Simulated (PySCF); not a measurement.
## TDDFT excited states: BBrH4SSi

BBrH₄SSi.
SMILES: `[SiH3]SBBr`

Theory: PySCF, TDDFT CAM-B3LYP/def2-SVPD, vertical, gas phase, core orbitals frozen in the response. The structure is a single PBE0-D3(BJ)/def2-SVP conformer in the gas phase; no vibrational or solvent corrections. Relativistic effects, spin–orbit coupling among them, are left out although an element past zinc is present. Torsions of this conformer, `[SiH3:1][S:2][BH:3][Br:4]`: Si1–S2–B3–Br4 0°.

```csv
state,E (eV),ν̃ (cm⁻¹),f,symmetry,"main configurations (H = HOMO, L = LUMO)"
S1,5.40,43590,0.0000,–,H-1→L (98%)
S2,5.75,46370,0.159,A′,H→L (95%)
S3,6.08,49020,0.0005,–,H-2→L (97%)
S4,6.63,53460,0.012,A″,H→L+1 (81%)
S5,7.06,56950,0.033,A′,H-3→L (85%)
S6,7.27,58660,0.0031,A″,H→L+2 (80%)
S7,7.28,58730,0.025,A′,H-1→L+1 (73%)
S8,7.35,59310,0.0029,A″,"H-4→L (73%), H-7→L (12%), H-6→L (8%)"
S9,7.69,62060,0.058,A′,"H-1→L+2 (53%), H-2→L+1 (28%)"
S10,7.86,63410,0.0018,–,H→L+3 (62%)
```

Triplets, Tamm–Dancoff:

```json
{"state": "T1", "E (eV)": "4.63", "λ (nm)": "267.6", "main configurations (H = HOMO, L = LUMO)": "H→L (95%)"}
{"state": "T2", "E (eV)": "5.16", "λ (nm)": "240.5", "main configurations (H = HOMO, L = LUMO)": "H-1→L (93%)"}
{"state": "T3", "E (eV)": "5.73", "λ (nm)": "216.4", "main configurations (H = HOMO, L = LUMO)": "H-2→L (93%)"}
{"state": "T4", "E (eV)": "5.98", "λ (nm)": "207.2", "main configurations (H = HOMO, L = LUMO)": "H-3→L (91%)"}
```

The lowest singlet comes at 229 nm (521 kJ/mol) in the ultraviolet; it is dark (f under 0.0005); its leading configuration is HOMO-1→LUMO (98%). The most intense listed level is S2 at 5.75 eV (216 nm, f = 0.159), 0.34 eV above S1. S6/S7 lie within about 0.01 eV of each other. Löwdin shares by element: HOMO sulfur 55%, bromine 21%, boron 12%, silicon 7%; LUMO boron 46%, sulfur 22%, bromine 18%, hydrogen 8% or more. Of the 10 states listed, 5 reach f = 0.01 and 1 stays under 0.0005. The oscillator strengths of these states sum to 0.296; summed over the whole spectrum of an exact calculation they would give the number of electrons, 74 (Thomas–Reiche–Kuhn). Orbital energies (eV): HOMO-3 -10.73, HOMO-2 -10.34, HOMO-1 -9.71, HOMO -9.42, LUMO -0.52, LUMO+1 0.49, LUMO+2 0.76. All these states lie below the vertical ionisation energy of 10.22 eV (ΔSCF). Symmetry labels in Cs follow from the direction of the transition dipole and are given only for states with f of 0.002 or more. Only the lowest 10 singlets were computed, as vertical energies without vibronic structure.

Hardware: one thread of an Arm Neoverse N1, no GPU, on a shared host. Cost: 2.3 min of wall time, 0.71 GiB resident at most.
